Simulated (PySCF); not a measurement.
revPBE on He (helium, neutral), 1s1 2p1, high-spin 3P determinant (an excited configuration). Computed with PySCF 2.14 in dyall-av3z, with the spin-free X2C one-electron Hamiltonian (Gaussian nucleus).

```
cycle= 1 E= -2.03451665346196  delta_E= -0.000693  |g|= 0.00327  |ddm|= 0.0356
cycle= 2 E= -2.03451878252492  delta_E= -2.13e-06  |g|= 0.000214  |ddm|= 0.000801
cycle= 3 E= -2.03451880964167  delta_E= -2.71e-08  |g|= 2.67e-05  |ddm|= 0.000267
cycle= 4 E= -2.03451880990748  delta_E= -2.66e-10  |g|= 1e-06  |ddm|= 1.07e-05
converged SCF energy = -2.03451880990748  <S^2> = 2  2S+1 = 3
```

Highest occupied orbital energy: 3.181 eV; ⟨L²⟩ = 2.00; populations by l: s 1.00, p 1.00, d 0.00.

Problem. Can this result be used?

Solution. Not for this state. The run converged. The outer electron is Rydberg-like, and this basis confines it to a smaller radius and binds it less than a complete one would. At revPBE the highest occupied level has a positive energy, so only the finite basis holds that electron; for this excited configuration the basis is too tight for the outer shell.
